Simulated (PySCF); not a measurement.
# Co⁺: ionisation energy

Co⁺ [Ar] 3d8 (3F) → Co²⁺ [Ar] 3d7 (4F), as a difference of total energies. Computed with PySCF 2.14 in def2-TZVPPD, with the non-relativistic Hamiltonian (point nucleus). Correlated levels: valence: [Ar] frozen. The calculations carry no spin-orbit coupling.

```
           method  ionisation energy (eV)
              UHF                  14.352
    MP2 (valence)                  16.992
SCS-MP2 (valence)                  16.883
   CCSD (valence)                  16.511
CCSD(T) (valence)                  16.649
```

How much does correlation contribute at CCSD(T) (valence)?

16.649 − (14.352) = 2.297 eV, measured against UHF.

A first-order spin-orbit estimate (lowest level to lowest level, LS coupling) adds -0.010 eV.

These non-relativistic numbers lack the scalar-relativistic shift.

Errors of the correlated levels include the incompleteness of this basis and the frozen core.

For comparison: 17.084 eV (measured; NIST Atomic Spectra Database, ionization energies).
